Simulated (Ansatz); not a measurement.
Geometry optimisation, RHF/6-31G* in Ansatz 0.2.0.

input.yaml

```yaml
crystal:
  periodic: [false, false, false]
  atoms:
    - { symbol: Si, position_ang: [-0.147698, -0.067911, 0.001638] }
    - { symbol: O, position_ang: [-0.324934, -0.200704, 1.663518] }
    - { symbol: Si, position_ang: [-1.368794, 0.007879, 2.905525] }
    - { symbol: H, position_ang: [-2.676666, -0.604728, 2.600629] }
    - { symbol: H, position_ang: [-0.800654, -0.644065, 4.098953] }
    - { symbol: H, position_ang: [-1.576126, 1.440415, 3.186222] }
    - { symbol: Si, position_ang: [2.129168, 0.252733, -0.543761] }
    - { symbol: H, position_ang: [2.83087, -0.990804, -0.920671] }
    - { symbol: H, position_ang: [2.224225, 1.189173, -1.687283] }
    - { symbol: H, position_ang: [2.841293, 0.860154, 0.603674] }
    - { symbol: Si, position_ang: [-1.275563, 1.906143, -0.690103] }
    - { symbol: H, position_ang: [-2.73464, 1.834858, -0.424181] }
    - { symbol: H, position_ang: [-0.752118, 3.11189, -0.001215] }
    - { symbol: H, position_ang: [-1.086077, 2.095262, -2.149823] }
    - { symbol: Si, position_ang: [-1.104795, -1.908548, -1.122104] }
    - { symbol: H, position_ang: [-1.748271, -2.82534, -0.156727] }
    - { symbol: H, position_ang: [-2.160208, -1.450247, -2.060042] }
    - { symbol: H, position_ang: [-0.105199, -2.64623, -1.91981] }
    - { symbol: "N", position_ang: [1.080566, -2.626047, 1.061986] }
    - { symbol: H, position_ang: [0.621946, -3.498776, 1.25306] }
    - { symbol: H, position_ang: [2.064217, -2.820703, 1.009767] }
    - { symbol: H, position_ang: [0.924757, -2.017203, 1.87205] }
basis:
  gaussian: { orbitals: "6-31G*" }
hamiltonian:
  xc: hf
relax:
  f_tol: 0.03
  max_steps: 50
```

Command:

```bash
$ ansatz run input.yaml --threads 4 --pin off --max-ram 5120MiB --backend cpu --events-out ev --progress --plain --runs-dir out
```

Where does it end, and by what steps?

It converged. The force dipped under the threshold on the way, but the program's further checks kept it going. After 44 steps the energy has fallen by 0.162 eV; H4 moved furthest, 1.35 Å.

| step | energy less start (eV) | largest force component (eV/Å) | accepted |
| --- | --- | --- | --- |
| 0 | 0.0000 | 0.931 | yes |
| 2 | -0.0875 | 0.152 | yes |
| 4 | -0.0917 | 0.121 | yes |
| 6 | -0.0950 | 0.076 | yes |
| 8 | -0.0969 | 0.080 | yes |
| 10 | -0.0987 | 0.286 | yes |
| 12 | -0.1028 | 0.168 | yes |
| 14 | -0.1066 | 0.119 | yes |
| 16 | -0.1106 | 0.187 | yes |
| 18 | -0.1157 | 0.132 | yes |
| 20 | -0.1147 | 0.515 | no |
| 22 | -0.1219 | 0.035 | yes |
| 24 | -0.1233 | 0.311 | no |
| 26 | -0.1308 | 0.084 | yes |
| 28 | -0.1340 | 0.134 | yes |
| 30 | -0.1385 | 0.182 | yes |
| 32 | -0.1419 | 0.184 | yes |
| 34 | -0.1547 | 0.054 | yes |
| 36 | -0.1428 | 0.338 | no |
| 38 | -0.1584 | 0.069 | yes |
| 40 | -0.1594 | 0.104 | yes |
| 42 | -0.1604 | 0.077 | yes |
| 44 | -0.1616 | 0.020 | yes |

```xyz
22
Properties=species:S:1:pos:R:3
Si -0.337 0.289 -0.093
O -0.762 0.315 1.505
Si -0.974 -0.319 2.988
H -1.778 -1.554 2.941
H 0.322 -0.618 3.630
H -1.684 0.670 3.819
Si 2.005 0.476 -0.349
H 2.741 -0.625 0.307
H 2.327 0.447 -1.795
H 2.502 1.755 0.204
Si -1.350 2.175 -1.091
H -2.825 2.090 -1.008
H -0.918 3.429 -0.435
H -0.971 2.248 -2.521
Si -1.130 -1.658 -1.186
H -2.039 -2.435 -0.319
H -1.888 -1.268 -2.399
H -0.026 -2.533 -1.637
N 0.774 -2.895 1.411
H 0.146 -3.563 1.818
H 1.268 -3.367 0.676
H 1.450 -2.661 2.114
```

Whether the end is a true minimum wasn't checked by a vibrational analysis.

Run time: 110 s on 4 threads of Arm Neoverse V2, on a shared host, peak memory 0.53 GiB.
